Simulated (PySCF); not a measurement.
Sb: excitation energy

Sb [Kr] 4d10 5s2 5p3 (4S) → Sb [Kr] 4d10 5s1 5p3 6s1 (6S), as a difference of total energies. Calculation: PySCF 2.14, in aug-cc-pwCVDZ-PP with ECP28MDF; scalar relativity through the core potential. Correlated levels: valence and next inner shell: nothing frozen outside the core potential. The calculations carry no spin-orbit coupling.

```json
{"method": "UHF", "excitation energy (cm⁻¹)": "79088"}
{"method": "MP2 (valence and next inner shell)", "excitation energy (cm⁻¹)": "92254"}
{"method": "SCS-MP2 (valence and next inner shell)", "excitation energy (cm⁻¹)": "93587"}
{"method": "CCSD (valence and next inner shell)", "excitation energy (cm⁻¹)": "90717"}
{"method": "CCSD(T) (valence and next inner shell)", "excitation energy (cm⁻¹)": "91168"}
```

The upper state lies above the first ionisation limit, but in LS coupling its spin forbids autoionisation to the ground ion; at this Z spin-orbit coupling breaks that rule. A Rydberg-like electron needs more diffuse functions than a valence basis has.

The promoted electron is Rydberg-like, and one or two diffuse shells describe it only roughly, which tends to raise the upper state.
